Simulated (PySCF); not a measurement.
**Computed structure and properties of [WCl6]−**

System: [WCl6]− (doublet); start: released along the symmetry-breaking force (Oh). Method: PySCF 2.14.0, UKS r2SCAN, W def2-SVP with ECP60, Cl def2-SVP; non-relativistic Hamiltonian with scalar-relativistic core potentials where named; density fitting; no spin-orbit coupling.

Input of the relaxation:

```python
mol = gto.M(atom='''
W     -0.00000    -0.00000     0.00000
Cl    -0.00022    -0.00155     2.34202
Cl     0.00022     0.00155    -2.34202
Cl     2.37010     0.00000     0.00022
Cl    -0.00000     2.37009     0.00157
Cl    -2.37010    -0.00000    -0.00022
Cl     0.00000    -2.37009    -0.00157''',
    basis={'W': 'def2-SVP', 'Cl': 'def2-SVP'},
    ecp={'W': 'def2-SVP'},
    charge=-1, spin=1)
mf = dft.UKS(mol, xc='R2SCAN')
mf.grids.atom_grid = (50, 194)
mf = mf.density_fit()  # fitting sets: W def2-universal-JKFIT, Cl def2-universal-JKFIT
mf.conv_tol = 1e-08; mf.max_cycle = 55
mf.kernel(dm0)  # dm0: converged density of the start geometry
# quasi-Newton relaxation in Cartesian coordinates to a largest gradient under 0.00045 Eh/bohr
```

Run from Python with OMP_NUM_THREADS=4; the lines above give its settings. Where DIIS fails, smearing, a level shift and second-order steps follow.
It took 8.3 s on 4 threads of Arm Neoverse V2, on a shared host, from the converged density of the start.

Course of the relaxation:

```tsv
step	energy above end (eV)	largest force component within the symmetry (eV/Å)
0	0.0000	0.018
```

Relaxed geometry (Oh):

```xyz
7

W     0.0000    0.0000    0.0000
Cl   -0.0002   -0.0015    2.3420
Cl    0.0002    0.0015   -2.3420
Cl    2.3701    0.0000    0.0002
Cl    0.0000    2.3701    0.0016
Cl   -2.3701    0.0000   -0.0002
Cl    0.0000   -2.3701   -0.0016
```

```
    contact      Å
W1–Cl2 (Cl)  2.342
W1–Cl3 (Cl)  2.342
W1–Cl4 (Cl)  2.370
W1–Cl5 (Cl)  2.370
W1–Cl6 (Cl)  2.370
W1–Cl7 (Cl)  2.370
```

On the finer grid (75, 302):

```yaml
HOMO: -1.37 eV
LUMO: -0.99 eV
Dipole_about_the_centre_of_mass: 0.00 D
Spin_squared: 0.758
Set_of_Mulliken_populations_of_W1_outside_the_core_potential: s 2.50, p 6.54, d 3.99, f 0.12
D3_BJ_dispersion_energy_not_in_the_energies: -0.135 eV
```

| atom | Mulliken (e) | Löwdin (e) | spin (e) |
| --- | --- | --- | --- |
| W1 | 0.85 | -1.16 | 0.93 |
| Cl2 | -0.28 | 0.06 | -0.03 |
| Cl3 | -0.28 | 0.06 | -0.03 |
| Cl4 | -0.32 | 0.01 | 0.03 |
| Cl5 | -0.32 | 0.01 | 0.03 |
| Cl6 | -0.32 | 0.01 | 0.03 |
| Cl7 | -0.32 | 0.01 | 0.03 |

No frequency check is given for this geometry.

Taking off one Cl (charge -1, singlet; the rest: doublet) in vacuum, both parts rigid, costs 4.91 eV; the small basis without counterpoise inflates it.

Rigid scan of Cl along the line from its metal:

```
distance to Cl2 (Å)  energy (eV)
               2.04        0.930
               2.14        0.351
               2.24        0.075
               2.34        0.000
               2.44        0.058
               2.54        0.202
               2.74        0.619
               3.04        1.327
```

One start shape was tried, so this needn't be the lowest isomer.

Open shells may have lower solutions than the one found. No other spin state of this charge was computed.
